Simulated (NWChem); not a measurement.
Species: C₄H₄F₂; SMILES FC(=C=CC)F

Results from NWChem. Structure relaxed at the PBE0/def2-SVP level. Level: PBE0/def2-SVP with SMD (1 M gas to 1 M solution), gas-phase geometry.

Estimate the computed values for solvent toluene. Quantities: solvation free energy (kcal/mol); cavity-dispersion-structure term (kcal/mol); dipole in solution (D).


| Item | Value |
|---|---|
| solvation free energy (kcal/mol) | -2.1 |
| cavity-dispersion-structure term (kcal/mol) | -0.6 |
| dipole in solution (D) | 2.80 |
